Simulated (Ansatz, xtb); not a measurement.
FGeH5OSi: which of two isomers lies lower

We compare a, `O[Si@H](F)[GeH3]`, a singlet, with b, `F[SiH2][O][GeH3]`, a singlet. Both are isolated molecules in the gas phase, relaxed with B3LYP/6-31G*; the shapes shown needn't be the lowest conformers.

a (Å):

```xyz
9

F    -0.5329    2.5447   -2.4225
Ge   -1.2626   -0.3716   -1.0307
O    -1.3750    2.6792    0.1275
Si   -0.4279    1.8609   -0.9577
H    -1.1058    3.5794    0.3626
H     1.0114    1.9472   -0.5811
H    -1.0897   -1.0478    0.3499
H    -2.7601   -0.4039   -1.4096
H    -0.4793   -1.2069   -2.0714
```

b (Å):

```yaml
atoms:
  - { symbol: F, position_ang: [-0.1115, -0.0809, 3.3620] }
  - { symbol: Ge, position_ang: [0.0466, 1.7240, 0.1386] }
  - { symbol: O, position_ang: [0.5302, 0.1033, 0.7765] }
  - { symbol: Si, position_ang: [-0.1357, -0.8406, 1.9370] }
  - { symbol: H, position_ang: [0.6822, -2.0685, 2.0492] }
  - { symbol: H, position_ang: [-1.5602, -1.1378, 1.6378] }
  - { symbol: H, position_ang: [0.4414, 1.7134, -1.3518] }
  - { symbol: H, position_ang: [0.8239, 2.7980, 0.9294] }
  - { symbol: H, position_ang: [-1.4818, 1.8920, 0.3203] }
```

Question: Estimate which is lower in electronic energy at CCSD(T)/def2-SVP + ΔMP2/def2-TZVPP, and by roughly how much.

Answer: The CCSD(T)/def2-SVP + ΔMP2/def2-TZVPP calculation puts structure b lower, by 36.8 kJ/mol.

Level by level:

| level | geometry | E(b) − E(a) (kJ/mol) | departure from the last row (kJ/mol) | job, with rough time for the two |
| --- | --- | --- | --- | --- |
| GFN2-xTB | GFN2-xTB | −66.9 | −30.1 | optimisation, 0.15 s |
| HF/STO-3G | GFN2-xTB | −17.0 | +19.8 | single point, 0.46 s |
| r2SCAN-D4/def2-SVP | GFN2-xTB | −30.0 | +6.7 | single point, 3.3 s |
| B3LYP/6-31G* | B3LYP/6-31G* | −31.6 | +5.1 | optimisation, 92 s |
| HF/def2-SVP | B3LYP/6-31G* | −57.4 | −20.6 | part of the CCSD(T) run |
| MP2/def2-SVP | B3LYP/6-31G* | −49.7 | −12.9 | part of the CCSD(T) run |
| CCSD(T)/def2-SVP | B3LYP/6-31G* | −45.6 | −8.9 | single point |
| CCSD(T)/def2-SVP + ΔMP2/def2-TZVPP | B3LYP/6-31G* | −36.8 |  | single point, 30 s |

As drawn, b has 1 Ge–O, 1 Si–H in place of 1 Ge–Si, 1 O–H.

The levels shown agree on the order. The largest departure from CCSD(T)/def2-SVP + ΔMP2/def2-TZVPP is that of GFN2-xTB, 30.1 kJ/mol. The last row adds to CCSD(T) the change of the MP2 difference between the two basis sets, here +8.9 kJ/mol.

With harmonic frequencies from B3LYP/6-31G* (ideal gas, rigid rotor, one conformer each, 298.15 K, 1 atm): on the last row, ΔE + ΔZPE = −38.7 kJ/mol. A mode under 50 cm⁻¹ makes harmonic enthalpies and free energies unreliable, so none is given.

The correlated steps freeze 16 core orbitals; the filled d shell of Ge is correlated, in a basis made for valence electrons. Codes used: Ansatz 0.2.0, xtb 6.7.1; the last row on 1 thread of Intel(R) Xeon(R) 6975P-C (Granite Rapids) on a shared host.
